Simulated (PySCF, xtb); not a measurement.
2-methylazaborolidine (C4H10BN), SMILES CB1CCCN1. Atoms are numbered in the order given.

```xyz
16

C      2.3022    -0.5976     0.0178
B      0.7783    -0.2084     0.0312
C     -0.4535    -1.0390     0.6055
C     -1.6593    -0.3009     0.0040
C     -1.1864     1.1376    -0.2373
N      0.2454     0.9996    -0.4381
H      2.4572    -1.5193    -0.5682
H      2.9625     0.1811    -0.3939
H      2.6465    -0.8312     1.0396
H     -0.4501    -2.1174     0.3845
H     -0.4383    -0.9530     1.7093
H     -2.5700    -0.3356     0.6220
H     -1.9139    -0.7569    -0.9671
H     -1.4051     1.7820     0.6372
H     -1.6844     1.6022    -1.1055
H      0.7677     1.7926    -0.7879
```

The structure is a stationary point at PBE0-D3(BJ)/def2-SVP. One conformer was computed; it need not be the lowest.

These are IEF-PCM-PBE0/def2-SVP (PySCF) values and carry that method's errors.

The values are the electrostatic part of the solvation free energy, E(continuum) − E(gas) at the gas-phase geometry, in a cavity of scaled van der Waals radii (PySCF's table); cavitation and dispersion terms are not included. In vacuum the orbital gap is 8.48 eV. The dipole moment in vacuum is 1.15 D.

Computed values in water (ε = 78.36), cyclohexanone (ε = 15.62), dimethylsulfoxide (ε = 46.83):
| solvent | ε | ΔG(elec) (kcal/mol) | dipole (D) | gap (eV) |
|---|---|---|---|---|
| water | 78.36 | -1.7 | 1.52 | 8.39 |
| cyclohexanone | 15.62 | -1.6 | 1.48 | 8.40 |
| dimethylsulfoxide | 46.83 | -1.7 | 1.51 | 8.40 |

For comparison, GFN2-xTB/ALPB(water) (xtb, at the GFN2-xTB geometry, all terms of that model) gives -1.2 kcal/mol.
